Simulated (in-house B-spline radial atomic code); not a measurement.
The numbers below are computed, except where a source is named.
# Cd in an electron gas of r_s = 2.4: phase shifts, screening, friction and resistivity

A nucleus sits in a uniform electron gas with a rigid positive background. The Kohn-Sham equations are solved self-consistently in the spin-unpolarised LDA (PW92), non-relativistic, on B-splines with outgoing waves at the boundary and partial waves to l = 8. The model has no lattice, no bands and no magnetic solution. Atomic units; δ_l are the phase shifts at the Fermi level, counted so that each bound state adds π, and good to about 0.0005.

The density parameter is r_s = 2.4 bohr, near that of the valence electrons of In (3 per atom, density 7.31 g/cm³, mass 114.82 u, which gives r_s = 2.41).

| l | δ_l (rad) |
| --- | --- |
| 0 | 12.8933 |
| 1 | 10.0920 |
| 2 | 6.3514 |
| 3 | 0.0548 |
| 4 | 0.0083 |
| 5 | 0.0010 |
| 6 | 0.0002 |
| 7 | 0.0000 |
| 8 | 0.0000 |

Bound levels below the band bottom (hartree): d -14.38, s -3.315, p -2.115, d -0.1955, s -0.01323 and deeper ones.

Question: Check the Friedel sum rule, and say where the screening charge sits.

Answer: k_F = (9π/4)^(1/3)/r_s = 0.79965. The rule is Z = (2/π) Σ (2l + 1) δ_l. The terms are s 8.208, p 19.274, d 20.217, f 0.244 and 0.056 beyond, in all 48.000 against Z = 48. Bound states hold 10 s, 18 p, 20 d electrons, so the scattering states carry 0.00 in all; where a term is smaller than its bound count, the bound level has drawn weight out of the band.

Question: Find the transport cross section and the electronic stopping of a 5 keV Cd ion (mass 112.41 u).

Answer: σ_tr = (4π/k_F²) Σ (l + 1) sin²(δ_l − δ_(l+1)). The terms for l = 0 to 3 are 0.1114, 0.6358, 0.0005, 0.0086, all together 0.7566, so σ_tr = 19.652 × 0.7566 = 14.870 bohr². With n = 3/(4π r_s³) = 0.01727, the friction coefficient is Q = n k_F σ_tr = 0.2053. For v well below v_F = 0.800, dE/dx = Q v; with 24801 eV per u at v = 1, v = √(5000/(24801 × 112.41)) = 0.0423, so dE/dx = 0.00870 hartree/bohr = 4.47 eV/nm. The largest term couples the p and d waves.

Question: What residual resistivity would 1 atomic per cent of such centres give in In?

Answer: Δρ = k_F n_i σ_tr/n in atomic units of 21.74 μΩ·cm. With one host atom per 3 electrons, n_i/n = 0.01/3, so Δρ = 0.7996 × 0.00333 × 14.870 × 21.74 = 0.86 μΩ·cm. This is an atom added to the gas, as on an interstitial site.

Question: On a substitutional site the background of one host ion, a sphere holding 3 charges, is taken out. The phase shifts for l = 0 to 4 become 12.3948, 9.3596, 6.0952, -0.0278, -0.0062. What follows?

Answer: The Friedel sum is now 45.00, for Z − 3 = 45. The sum in σ_tr is 0.1196, so σ_tr = 2.35 bohr² and Δρ = 0.14 μΩ·cm per atomic per cent, 0.16 times the value above. A real host ion scatters too, so this model doesn't give zero even for the host's own atom.
